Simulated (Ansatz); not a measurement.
Consider the cleavage of the Si–Ga bond: `[SiH3][SiH2][GaH2]` + HCl → `[SiH3][SiH2]Cl` + `[GaH3]`.

Calculated with Ansatz (gas phase, PBE0-D4/def2-TZVP geometries, no zero-point term in ΔE). CCSD(T)/CBS is the MP2 limit (def2-TZVPP, def2-QZVPP) plus CCSD(T) − MP2 in def2-TZVPP, frozen cores. This one scheme is used for every species. DFT in def2-TZVPP. For Ga outer-core shells are correlated without core-valence functions, which leaves a few kJ/mol of doubt a bond. Scalar relativity is left out up to krypton.

```tsv
species	r2SCAN energy (Eh)
`[SiH3][SiH2][GaH2]`	-2507.97051
HCl	-460.78587
`[SiH3][SiH2]Cl`	-1042.17414
`[GaH3]`	-1926.60542
```

Work out ΔE.

ΔE = (-1042.17414) + (-1926.60542) − (-2507.97051) − (-460.78587) = -0.02318 Eh = -60.9 kJ/mol. CCSD(T)/CBS gives -60.1 kJ/mol.

Largest T1 diagnostic among the species: 0.014.

In def2-TZVPP, CCSD(T) changes the Hartree–Fock value by +27.2 kJ/mol (the triples alone add +2.7 kJ/mol) and MP2 by +19.5 kJ/mol. From PBE to PBE0 (25 % exact exchange), in def2-TZVPP and without D4, ΔE moves by −5.2 kJ/mol. Leaving LDA and LC-ωPBE aside and taking each functional with its dispersion term where it has one, the values, not all of them listed here, spread over 19.2 kJ/mol, from ωB97M-V to PBE-D4.
